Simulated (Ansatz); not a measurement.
A set of 12 reactions (atomization), with CCSD(T)/CBS values in kJ/mol:

| reaction | ΔE |
| --- | --- |
| `C=[CH][InH2]` → 2 C• + 5 H• + In• | 2603.3 |
| `NPB[SiH3]` → B• + 7 H• + N• + P• + Si• | 3364.8 |
| `N[Si](F)(F)F` → 3 F• + 2 H• + N• + Si• | 2991.8 |
| `O/C=C\I` → 2 C• + 3 H• + I• + O• | 2624.9 |
| `[CH2]1[SiH2][NH][GeH2]1` → C• + Ge• + 7 H• + N• + Si• | 3673.2 |
| `O[SiH](O)C[SiH](Cl)Cl` → C• + 2 Cl• + 6 H• + 2 O• + 2 Si• | 4879.5 |
| `BNCCN` → B• + 2 C• + 9 H• + 2 N• | 5234.8 |
| `C=N/C(F)=C/[SiH3]` → 3 C• + F• + 6 H• + N• + Si• | 4623.2 |
| `C=C[O][AlH][F]` → Al• + 2 C• + F• + 4 H• + O• | 3654.4 |
| `[CH3][Ga]([NH2])[SH]` → C• + Ga• + 6 H• + N• + S• | 3322.2 |
| `N[Si@H]1[GeH2][C@@H]1F` → C• + F• + Ge• + 6 H• + N• + Si• | 3564.3 |
| `C=C(O)CS` → 3 C• + 6 H• + O• + S• | 4281.4 |

Isolated molecules relaxed with PBE0-D4/def2-TZVP in Ansatz; ΔE leaves out vibrations. CBS: MP2 limit from def2 TZ/QZ plus the TZ coupled-cluster correction, frozen cores. Small cases extrapolate CCSD(T) itself. Double bonds are as drawn, so ΔE can hold a change between cis and trans. Functionals use def2-TZVPP. B3LYP here is the variant with VWN-RPA as its local correlation; programs differ in this. No spin–orbit coupling; open shells (•) take unrestricted orbitals. Spin–orbit coupling would lower the free atoms: a little for Al, B, C, Cl, F, O, S, Si; clearly for Ga, Ge; strongly for I, In. def2 core potentials past Kr. For Ga, Ge, I, In outer-core shells are correlated without core-valence functions, so the limit isn't a true one: a few kJ/mol of doubt a bond, and 10 to 20 or more in all where bonds break to atoms. Scalar relativity is left out up to krypton. One conformer a species, not always the lowest.

(1) Give the mean, mean absolute and largest difference (level minus CCSD(T)/CBS, kJ/mol) for: r2SCAN-D4, PBE0-D4, B3LYP-D4, ωB97X-V, ωB97M-V, B2PLYP, PBE, r2SCAN, PBE0, B3LYP, MP2/def2-TZVPP, SCS-MP2/def2-TZVPP, MP2/def2-QZVPP, HF/CBS(def2). (Estimate.)

The largest T1 diagnostic in the set is 0.018, for Al• (customary mark 0.045).

CCSD(T)/CBS is a level of theory with its own doubt, and the functionals carry their triple-zeta basis error, so these figures describe this set and don't rank the functionals.

Answers

(1) The calculation gave: 
```csv
level,mean,mean absolute,largest
r2SCAN-D4,0.9,12.7,-33.8
PBE0-D4,-7.4,28.8,-70.9
B3LYP-D4,-9.2,27.8,-61.4
ωB97X-V,9.0,17.3,50.1
ωB97M-V,6.2,15.6,39.5
B2PLYP,-48.1,48.1,-100.3
PBE,42.4,50.6,131.3
r2SCAN,-4.4,13.0,-36.7
PBE0,-25.6,34.2,-86.0
B3LYP,-44.0,45.9,-130.0
MP2/def2-TZVPP,-44.6,46.1,-110.9
SCS-MP2/def2-TZVPP,-60.0,60.0,-81.1
MP2/def2-QZVPP,17.8,34.1,70.8
HF/CBS(def2),-1057.9,1057.9,-1428.0
```
